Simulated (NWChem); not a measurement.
System: MgSi$_{2}$H$_{6}$; SMILES [SiH3][Mg][SiH3]

Here is an NWChem input.

```
start job
memory heap 200 mb stack 900 mb global 1100 mb
geometry units angstroms noautosym nocenter noautoz
  Mg    -0.000152    -0.000006     0.000141
  Si    -0.000638     2.592634     0.000302
  H     -1.254191     3.184230     0.607952
  H      0.099592     3.184969    -1.388829
  H      1.151960     3.185170     0.781970
  Si    -0.000677    -2.592648     0.000223
  H      0.902840    -3.185210    -1.059553
  H     -1.370601    -3.184319    -0.252476
  H      0.465051    -3.184866     1.312842
end
basis spherical
  Mg library 6-31g*
  Si library 6-31g*
  H library 6-31g*
end
dft
  xc xwpbe 1.00 cpbe96 1.0 hfexch 1.00
  cam 0.3 cam_alpha 0.0 cam_beta 1.0
  iterations 150
  vectors input atomic output neutral.movecs
end
task dft energy
charge 1
dft
  odft
  mult 2
  vectors input atomic output cation.movecs
end
task dft energy
```

Output (shortened):

```
             Northwest Computational Chemistry Package (NWChem) 7.3.0
             --------------------------------------------------------

                             Geometry "geometry" -> ""
                             -------------------------

 Output coordinates in angstroms (scale by  1.889725989 to convert to a.u.)

  No.       Tag          Charge          X              Y              Z
 ---- ---------------- ---------- -------------- -------------- --------------
    1 Mg                  12.0000    -0.00015200    -0.00000600     0.00014100
    2 Si                  14.0000    -0.00063800     2.59263400     0.00030200
    3 H                    1.0000    -1.25419100     3.18423000     0.60795200
    4 H                    1.0000     0.09959200     3.18496900    -1.38882900
    5 H                    1.0000     1.15196000     3.18517000     0.78197000
    6 Si                  14.0000    -0.00067700    -2.59264800     0.00022300
    7 H                    1.0000     0.90284000    -3.18521000    -1.05955300
    8 H                    1.0000    -1.37060100    -3.18431900    -0.25247600
    9 H                    1.0000     0.46505100    -3.18486600     1.31284200

 Effective nuclear repulsion energy (a.u.)     138.4247505399

  pbe96 is a nonlocal functional; adding pw91lda local functional.

                                 NWChem DFT Module
                                 -----------------

 Summary of "ao basis" -> "ao basis" (spherical)
 ------------------------------------------------------------------------------
       Tag                 Description            Shells   Functions and Types
 ---------------- ------------------------------  ------  ---------------------
 Mg                          6-31g*                  8       18   4s3p1d
 Si                          6-31g*                  8       18   4s3p1d
 H                           6-31g*                  2        2   2s

            General Information
            -------------------
          SCF calculation type: DFT
          Wavefunction type:  closed shell.
          No. of atoms     :     9
          No. of electrons :    46
           Alpha electrons :    23
            Beta electrons :    23
          Charge           :     0
          Spin multiplicity:     1
          Use of symmetry is: off; symmetry adaption is: off
          Maximum number of iterations: 150
          AO basis - number of functions:    66
                     number of shells:    36
          Convergence on energy requested:  1.00D-06
          Convergence on density requested:  1.00D-05
          Convergence on gradient requested:  5.00D-04

              XC Information
              --------------
                     Hartree-Fock (Exact) Exchange  1.000
                     LC-wPBE(h)Exchange Functional  1.000
            Perdew 1991 LDA Correlation Functional  1.000 local
           PerdewBurkeErnz. Correlation Functional  1.000 non-local

           Range-Separation Parameters
           ---------------------------
           Alpha           :  0.00
           Beta            :  1.00
           Gamma           :  0.30
           Short-Range HF  :     F

             Grid Information
             ----------------
          Grid used for XC integration:  medium
          Radial quadrature: Mura-Knowles
          Angular quadrature: Lebedev.
          Tag              B.-S. Rad. Rad. Pts. Rad. Cut. Ang. Pts.
          ---              ---------- --------- --------- ---------
          Mg                  1.50       88          10.0       590
          Si                  1.10       88          14.0       590
          H                   0.35       45          15.0       434
          Grid pruning is: on
          Number of quadrature shells:   534
          Spatial weights used:  Erf1

      Superposition of Atomic Density Guess
      -------------------------------------

 Sum of atomic energies:        -780.21922957

      Non-variational initial energy
      ------------------------------

 Total energy =    -780.762249
 1-e energy   =   -1359.291290
 2-e energy   =     440.104290
 HOMO         =      -0.220165
 LUMO         =       0.000266

   convergence    iter        energy       DeltaE   RMS-Dens  Diis-err
 ---------------- ----- ----------------- --------- --------- ---------
 d= 0,ls=0.0,diis     1   -782.2013712726 -9.21D+02  9.06D-03  1.70D-01
 d= 0,ls=0.0,diis     2   -782.2331578242 -3.18D-02  2.07D-03  4.62D-03
 d= 0,ls=0.0,diis     3   -782.2348756608 -1.72D-03  7.00D-04  4.24D-04
 d= 0,ls=0.0,diis     4   -782.2350483902 -1.73D-04  2.96D-04  4.34D-05
 d= 0,ls=0.0,diis     5   -782.2350706511 -2.23D-05  4.68D-05  9.34D-07
 d= 0,ls=0.0,diis     6   -782.2350712594 -6.08D-07  8.18D-06  4.82D-08

         Total DFT energy =     -782.235071259424
      One electron energy =    -1361.647437769028
           Coulomb energy =      501.122734877116
    Exchange-Corr. energy =      -60.135118907450
 Nuclear repulsion energy =      138.424750539938

 Numeric. integr. density =       46.000028954462

                       DFT Final Molecular Orbital Analysis
                       ------------------------------------

 Vector   21  Occ=2.000000D+00  E=-4.233951D-01
              MO Center= -2.6D-01,  1.8D-03,  9.6D-02, r^2= 1.1D+01
   Bfn.  Coefficient  Atom+Function         Bfn.  Coefficient  Atom+Function
  ----- ------------  ---------------      ----- ------------  ---------------
    25      0.285158  2 Si px                49     -0.285281  6 Si px
    64      0.213928  8 H  s                 38     -0.200497  3 H  s
    63      0.188610  8 H  s                 37     -0.176747  3 H  s
    42      0.174609  5 H  s                 41      0.154015  5 H  s
    62     -0.143191  7 H  s                 61     -0.126328  7 H  s

 Vector   22  Occ=2.000000D+00  E=-3.752176D-01
              MO Center= -4.7D-04,  8.5D-06,  2.2D-04, r^2= 5.5D+00
   Bfn.  Coefficient  Atom+Function         Bfn.  Coefficient  Atom+Function
  ----- ------------  ---------------      ----- ------------  ---------------
     6      0.448875  1 Mg s                 26     -0.269725  2 Si py
    50      0.269722  6 Si py                 2     -0.196896  1 Mg s
    10      0.120132  1 Mg s                 22      0.112745  2 Si py
    46     -0.112743  6 Si py                30     -0.111966  2 Si py
    54      0.111965  6 Si py                38     -0.074407  3 H  s

 Vector   23  Occ=2.000000D+00  E=-3.154452D-01
              MO Center= -4.8D-04, -1.8D-05,  2.2D-04, r^2= 6.4D+00
   Bfn.  Coefficient  Atom+Function         Bfn.  Coefficient  Atom+Function
  ----- ------------  ---------------      ----- ------------  ---------------
     8      0.338620  1 Mg py                26     -0.334726  2 Si py
    50     -0.334727  6 Si py                30     -0.169119  2 Si py
    54     -0.169121  6 Si py                 4     -0.144789  1 Mg py
    22      0.135996  2 Si py                46      0.135997  6 Si py
    28      0.132643  2 Si s                 52     -0.132645  6 Si s

 Vector   24  Occ=0.000000D+00  E= 1.329902D-02
              MO Center= -1.3D-02,  1.3D-05,  1.1D-03, r^2= 6.5D+00
   Bfn.  Coefficient  Atom+Function         Bfn.  Coefficient  Atom+Function
  ----- ------------  ---------------      ----- ------------  ---------------
    13      0.685648  1 Mg pz                 9      0.328205  1 Mg pz
    66     -0.201285  9 H  s                 40      0.198925  4 H  s
    42     -0.140975  5 H  s                  5     -0.139098  1 Mg pz
    62      0.132494  7 H  s                 11      0.112265  1 Mg px
    64      0.068783  8 H  s                 65     -0.063989  9 H  s

 Vector   25  Occ=0.000000D+00  E= 1.330232D-02
              MO Center=  1.4D-02, -3.0D-05, -1.0D-03, r^2= 6.5D+00
   Bfn.  Coefficient  Atom+Function         Bfn.  Coefficient  Atom+Function
  ----- ------------  ---------------      ----- ------------  ---------------
    11      0.685669  1 Mg px                 7      0.328205  1 Mg px
    38      0.196263  3 H  s                 64      0.192743  8 H  s
    62     -0.155905  7 H  s                 42     -0.148287  5 H  s
     3     -0.139098  1 Mg px                13     -0.112271  1 Mg pz
    37      0.062349  3 H  s                 63      0.061221  8 H  s

 Vector   26  Occ=0.000000D+00  E= 3.444181D-02
              MO Center= -1.3D-03, -1.3D-05,  4.3D-04, r^2= 7.6D+00
   Bfn.  Coefficient  Atom+Function         Bfn.  Coefficient  Atom+Function
  ----- ------------  ---------------      ----- ------------  ---------------
    10      1.580662  1 Mg s                 28     -0.627431  2 Si s
    52     -0.627435  6 Si s                 30      0.465292  2 Si py
    54     -0.465293  6 Si py                24     -0.237791  2 Si s
    48     -0.237793  6 Si s                 26      0.183504  2 Si py
    50     -0.183505  6 Si py                 2     -0.159616  1 Mg s

     Multipole analysis of the density
     ---------------------------------

     L   x y z        total         alpha         beta         nuclear
     -   - - -        -----         -----         ----         -------
     0   0 0 0     -0.000000    -23.000000    -23.000000     46.000000

     1   1 0 0      0.000675      0.024510      0.024510     -0.048345
     1   0 1 0     -0.000016      0.000270      0.000270     -0.000556
     1   0 0 1     -0.000167     -0.010428     -0.010428      0.020689

     2   2 0 0    -30.297602    -25.540379    -25.540379     20.783157
     2   1 1 0     -0.000009     -0.003111     -0.003111      0.006212
     2   1 0 1      0.000029      0.000078      0.000078     -0.000127
     2   0 2 0    -44.457337   -466.946741   -466.946741    889.436145
     2   0 1 1     -0.000226     -0.006708     -0.006708      0.013190
     2   0 0 2    -30.297523    -25.540347    -25.540347     20.783172

                                 NWChem DFT Module
                                 -----------------

[...]
```

Level: LC-wPBE (HJS exchange hole, range parameter 0.3 per bohr)/6-31G* (spherical d), vertical spin-unrestricted ions. Coordinates come from a PBE-D3(BJ)/def2-SVP optimisation.
